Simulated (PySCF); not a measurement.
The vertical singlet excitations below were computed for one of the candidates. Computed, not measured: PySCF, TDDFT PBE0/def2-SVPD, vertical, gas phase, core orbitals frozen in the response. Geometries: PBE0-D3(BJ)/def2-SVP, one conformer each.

```tsv
state	E (eV)	f
S1	5.16	0.0015
S2	5.30	0.017
S3	5.45	0.060
S4	5.91	0.014
S5	6.15	0.015
S6	6.22	0.0079
S7	6.41	0.095
S8	6.47	0.066
S9	6.83	0.011
S10	6.87	0.032
```

Triplets computed (Tamm–Dancoff): 5.01, 5.05, 5.12, 5.82 eV.

Question: Which candidate is it? All have the formula C5H16N2Si2.
A. `C1CN(CC1)[Si@](C)([SiH3])N`
B. `[Si@H](C[SiH3])(N1CCCC1)N`
C. `N1(CCCC1)[SiH2]C[SiH2]N`
D. `CN(C)[Si@@H]1CCC[Si@@H]1N`
E. `C[C@@H]1C[SiH2]N[Si@@H]1N(C)C`

Answer: A. Its S1 lies at 5.16 eV; the nearest of the others has S1 at 4.89 eV. S1 is HOMO→LUMO (93%). Löwdin shares by element: HOMO nitrogen 48% or more, carbon 16% or more, silicon 7% or more (atoms not listed hold the other 29%); LUMO silicon 26%, hydrogen 18% or more (atoms not listed hold the other 55%). At the same level the other candidates give, for their lowest levels:
- `N[SiH2]C[SiH2]N1CCCC1`: 5.53 eV (f 0.017); 5.71 eV (f 0.027); 5.96 eV (f 0.002); 6.30 eV (f 0.010); 6.40 eV (f 0.029); T1 5.42 eV; HOMO -6.14, LUMO 0.36 eV
- `C[C@@H]1C[SiH2]N[Si@@H]1N(C)C`: 5.55 eV (f 0.006); 5.71 eV (f 0.031); 6.18 eV (f 0.008); 6.43 eV (f 0.002); 6.48 eV (f 0.016); T1 5.47 eV; HOMO -6.14, LUMO 0.44 eV
- `CN(C)[Si@@H]1CCC[Si@@H]1N`: 4.89 eV (f 0.008); 5.23 eV (f 0.010); 5.63 eV (f 0.015); 5.88 eV (f 0.019); 5.96 eV (f 0.054); T1 4.53 eV; HOMO -6.10, LUMO -0.04 eV
- `N[Si@@H](C[SiH3])N1CCCC1`: 5.70 eV (f 0.052); 5.99 eV (f 0.014); 6.19 eV (f 0.004); 6.49 eV (f 0.024); 6.55 eV (f 0.030); T1 5.60 eV; HOMO -6.28, LUMO 0.41 eV

Without π bonds the low states are Rydberg-like; a valence basis with one diffuse set may place them up to an eV too high.
